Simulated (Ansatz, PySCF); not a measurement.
The PySCF input:
```python
from pyscf import gto, scf, dft

mol = gto.Mole()
mol.atom = '''
    Cu   -0.00000000   -0.00000000   -1.64845868
    I     0.00000000    0.00000000    0.90198683
'''
mol.basis = 'def2-svp'
mol.ecp = {'I': 'def2-svp'}
mol.charge = -1
mol.spin = 1
mol.verbose = 4
mol.build()

mf = dft.UKS(mol)
mf.xc = 'wb97m_v'
mf.grids.atom_grid = (99, 590)
mf.grids.prune = None
mf.kernel()
```

Task: Write the same job for Ansatz (a first-principles code).

Result: Several could match; the one computed here: 
Ansatz 0.2 input:
```yaml
crystal:
  periodic: [false, false, false]
  atoms:
    - {symbol: Cu, position_ang: [-0.00000000, -0.00000000, -1.64845868]}
    - {symbol: I, position_ang: [0.00000000, 0.00000000, 0.90198683]}
basis:
  gaussian:
    orbitals: def2-SVP
hamiltonian:
  xc: {name: wB97M-V}
total_charge: -1
magnetization: {spin_polarized: true, initial_magnetization: 1}
accuracy: high
```

Both were run: PySCF gave -1937.940475 Eh and Ansatz -1937.940481 Eh, 0.006 mEh apart.
